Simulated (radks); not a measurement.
Values are calculated unless marked as measured or tabulated.
Problem. Coherent X-ray form factor from a spherical all-electron density. Code: a radial shooting solver on a logarithmic mesh with Libxc functionals. Model: non-relativistic Kohn-Sham, r2SCAN, spin-polarised, spherical densities, point nucleus; meta-GGA in the generalised Kohn-Sham scheme.

sin(theta)/lambda (1/angstrom)  f0 (electrons)
0.05                                    25.321
0.1                                     23.698
0.15                                    21.810
0.2                                     19.989
0.25                                    18.287
0.3                                     16.687
0.4                                     13.815
0.5                                     11.485
0.6                                      9.737
0.8                                      7.619
1                                        6.510
1.25                                     5.555
1.5                                      4.679
2                                        3.150

The species is in the configuration that NIST lists as its ground one. Which atom or ion scatters so?

Solution. Neutral iron, [Ar] 3d6 4s2. Extrapolating in s^2 from the first two rows gives f0(0) = 25.9, near the electron count 26; among species with that count, the fall with angle is slower the higher Z, and the table is that of Z = 26; from so few rows the species is fixed only to a neighbour or two.
